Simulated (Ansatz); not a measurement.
One change: `[OH][Ga]([OH])[Cl]` becomes `[OH][Ga]([F])[Cl]`.

Ansatz, PBE0-D4/def2-TZVP geometries, multiplicity 1. Each molecule was computed in one conformer, which needn't be the lowest.

Scalar relativity is left out up to krypton.

```
                                        property  `[OH][Ga]([OH])[Cl]`
             HOMO–LUMO gap (PBE/def2-TZVPP) / eV                  5.36
           HOMO energy (ωB97M-V/def2-TZVPP) / eV                -11.56
              HOMO energy (PBE0/def2-TZVPP) / eV                 -9.24
size of the dipole moment (B3LYP/def2-TZVPP) / D                  1.57
  size of the dipole moment (PBE/def2-TZVPP) / D                  1.57
            HOMO–LUMO gap (PBE0/def2-TZVPP) / eV                  8.04
```

Question: Give the same properties after the change, and the shifts. (Best estimate.)

Answer: Computed: 
```
                                        property  `[OH][Ga]([F])[Cl]`  shift
             HOMO–LUMO gap (PBE/def2-TZVPP) / eV                 5.43   0.07
           HOMO energy (ωB97M-V/def2-TZVPP) / eV               -11.96  -0.40
              HOMO energy (PBE0/def2-TZVPP) / eV                -9.65  -0.41
size of the dipole moment (B3LYP/def2-TZVPP) / D                 2.25   0.68
  size of the dipole moment (PBE/def2-TZVPP) / D                 2.16   0.59
            HOMO–LUMO gap (PBE0/def2-TZVPP) / eV                 8.01  -0.03
```

The zero-point energy changes by -30.4 kJ/mol with -3 modes. Dipoles are sizes alone; their direction can turn.

B3LYP here is the variant with VWN-RPA as its local correlation; programs differ in this.
